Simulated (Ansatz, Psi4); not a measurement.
Psi4 was given this input:
```
memory 2 GB

molecule {
0 2
  C     0.02096193   -0.29118014   -1.19660672
  C     0.00440730    0.00402097    0.01711055
  H     0.10767277   -0.53985429   -2.20994473
  O    -0.03248602    0.28285117    1.16086522
}

set basis 6-311g**
set reference uks
set scf_type pk
set puream true
set d_convergence 1e-8
set dft_radial_points 99
set dft_spherical_points 590

energy('pbe0')
print_variables()
```

Q: Give the equivalent Ansatz (a first-principles code) input.

A: Several could match; the one computed here: 
Ansatz 0.2 input:
```yaml
crystal:
  periodic: [false, false, false]
  atoms:
    - {symbol: C, position_ang: [0.02096193, -0.29118014, -1.19660672]}
    - {symbol: C, position_ang: [0.00440730, 0.00402097, 0.01711055]}
    - {symbol: H, position_ang: [0.10767277, -0.53985429, -2.20994473]}
    - {symbol: O, position_ang: [-0.03248602, 0.28285117, 1.16086522]}
basis:
  gaussian:
    orbitals: 6-311G__.json
hamiltonian:
  xc: pbe0
magnetization: {spin_polarized: true, initial_magnetization: 1}
accuracy: high
```
The basis file holds 6-311G** in the JSON format of the Basis Set Exchange.

Both were run: Psi4 gave -151.789452 Eh and Ansatz -151.789452 Eh, 0.000 mEh apart.
